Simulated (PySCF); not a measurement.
Below is a simulated gas-phase Si 2p photoelectron spectrum of Cl2H4O3Si2Ti ((Cl)2Ti(OSiH2)2O).

Every computed line was given a Gaussian of 0.5 eV full width at half maximum and an area set by the number of equivalent atoms (split 2:1 within a doublet); the highest printed point is 100. Computed with PySCF, delta-SCF UKS SCAN, pcX-2 on the ionised atom (unc-x2c-TZVPall on a metal), pcseg-1 elsewhere, spin-free X2C.

binding energy (eV), intensity and a bar:
```
    107.9          0 
    108.0          2 
    108.1          6 ##
    108.2         16 #####
    108.3         35 ##########
    108.4         62 ##################
    108.5         88 ##########################
    108.6        100 ##############################
    108.7         93 ############################
    108.8         72 ######################
    108.9         53 ################
    109.0         45 #############
    109.1         47 ##############
    109.2         51 ###############
    109.3         48 ##############
    109.4         37 ###########
    109.5         23 #######
    109.6         11 ###
    109.7          5 #
    109.8          1 
    109.9          0
```

**Question.** Count the maxima, the lines and the sites behind this envelope.

**Answer.** The curve has 2 maxima (at 108.6 and 109.2 eV). Under it lie 2 lines from 1 inequivalent silicon site, drawn as a 2p3/2, 2p1/2 pair.

**Question.** Decompose the envelope and assign each component. Bonds: Ti1–Cl2, Ti1–Cl3, Ti1–O4, Ti1–O8, O4–Si5, Si5–O6, O6–Si7, Si7–O8. Hydrogens: H9, H10 on Si5; H11, H12 on Si7.

**Answer.** 
| position (eV) | relative area | line | atoms | environment |
| --- | --- | --- | --- | --- |
| 108.61 | 1.33 | Si 2p3/2 | Si5/Si7 | silicon bonded to 2 O and 2 H |
| 109.24 | 0.67 | Si 2p1/2 | Si5/Si7 | silicon bonded to 2 O and 2 H |

Shake-up satellites, vibrational structure and lifetime widths aren't simulated. Atoms equivalent by their bonding share one computed value, that of the first of them. The 2p values add to the ΔSCF energy of one spin-free hole a correction within the shell (spin–orbit coupling, ligand field). 2p1/2 minus 2p3/2 (ligand field included): Si 0.63 eV. Geometry: PBE0-D3(BJ)/def2-SVP; no solvent, vibrations or thermal averaging. Metal 2p energies of this one-determinant scheme are less reliable than its 1s energies.
